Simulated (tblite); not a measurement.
Species: C3H10BN.
SMILES: `CB(NC)C`

Level: GFN2-xTB in tblite, geometry and Hessian alike; calculated harmonic values, unscaled, isolated species. Errors from tens to a few hundred cm⁻¹ against measured bands are possible.

Harmonic wavenumbers (cm⁻¹): 87.9, 109.2, 114.2, 187.4, 227.5, 287.6, 362.5, 458.4, 663.6, 698.4, 791.7, 857.9, 889.1, 914.7, 1054.7, 1094.3, 1112.2, 1160.7, 1328.4, 1392.8, 1398.4, 1412.0, 1472.5, 1482.8, 1503.8, 1505.8, 1513.9, 1516.1, 1519.5, 2934.1, 2957.6, 3005.9, 3013.2, 3014.6, 3016.6, 3028.0, 3044.6, 3056.4, 3421.0.

A = 7124, B = 3482, C = 2444 MHz; mass 71.091 u (most abundant isotopes); point group Cs, symmetry number 1.

Task: Zero-point energy?

Result: Half the sum of the wavenumbers: 28805 cm⁻¹ = 344.59 kJ/mol.

Task: Give the ideal-gas entropy at 350 K and 1 bar in the rigid-rotor, harmonic-oscillator model (classical rotation).

Result: Translation 165.37, rotation 111.10, vibration 95.91: S = 372.4 J/(mol K).

Task: And Cp and H(350 K) − H(0)?

Result: Cp = 131.70 J/(mol K), of which vibrations give 98.45 (their classical limit is 39 R = 324.3); H(350 K) − H(0) = 29.45 kJ/mol without the zero-point energy, 17.81 from vibrations.

Task: Which modes carry the vibrational entropy at 350 K?

Result: 87.9 cm⁻¹: 16.82; 109.2 cm⁻¹: 15.04; 114.2 cm⁻¹: 14.68; 187.4 cm⁻¹: 10.69; 227.5 cm⁻¹: 9.17; 287.6 cm⁻¹: 7.39 J/(mol K); the other 33 give 22.12 together.

Task: Blend soft modes into free rotors: weight 1/[1 + (100 cm⁻¹/ν̃)⁴] for the oscillator and the rest for a rotor with moment μB/(μ + B), μ = h/(8π²ν), B = 10⁻⁴⁴ kg m². What vibrational entropy results?

Result: 91.46 J/(mol K) in place of 95.91, which changes −T·S at 350 K by +1.56 kJ/mol.

Task: How do the functions run with temperature in this model?

Result: 
| T (K) | S (J/(mol K)) | Cp (J/(mol K)) | H − H(0) (kJ/mol) | G − H(0) (kJ/mol) | ln q(vib) |
| --- | --- | --- | --- | --- | --- |
| 100 | 256.8 | 66.5 | 4.77 | -20.91 | 0.91 |
| 200 | 311.1 | 92.0 | 12.74 | -49.47 | 2.74 |
| 300 | 353.2 | 117.9 | 23.21 | -82.74 | 4.54 |
| 500 | 426.1 | 170.7 | 52.20 | -160.83 | 8.01 |
| 800 | 519.8 | 228.4 | 112.70 | -303.12 | 13.01 |
| 1000 | 573.8 | 255.3 | 161.20 | -412.58 | 16.17 |

q(vib) and H(0) count from the zero-point level.

Hindered rotation and anharmonicity are outside this model.

Hardware: Arm Neoverse V2, one thread, no GPU, shared host. Cost: 0.22 s of wall time. The figure is for the frequency step alone.

Conformer computed: `[CH3:1][NH:2][B:3]([CH3:4])[CH3:5]`: C1–N2–B3–C4 0°.
